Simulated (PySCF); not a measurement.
# Electron correlation in Dy⁵²⁺ (dysprosium, charge +52)

[Ne] 3s2 3p2, high-spin 3P determinant. Computed with PySCF 2.14 in an even-tempered Gaussian basis (16 s from 12 bohr⁻², ratio 2.5; 10 p from 16 bohr⁻², ratio 2.5; 4 d from 62 bohr⁻², ratio 2.7; 4 f from 93 bohr⁻², ratio 2.7), with the non-relativistic Hamiltonian (point nucleus). Frozen: 1s2; 12 electrons correlated; the 17 highest virtual orbitals of each spin left out.

MP2 pair energies summed by pair of shells (mhartree):

```tsv
pair	energy	share (%)
2p-2p	-197.47	39.0
3s-3p	-75.82	15.0
2s-2p	-55.79	11.0
3s-3s	-53.84	10.6
2p-3p	-45.56	9.0
2p-3s	-42.18	8.3
2s-2s	-10.48	2.1
2s-3p	-9.01	1.8
3p-3p	-8.58	1.7
2s-3s	-7.99	1.6
```

Total MP2 correlation energy: -506.73 mhartree.

At this charge a non-relativistic calculation is a model, useful for the Z dependence of the correlation energy.

Spin-orbit coupling is strong in this species, so the high-spin LS determinant is a model state.
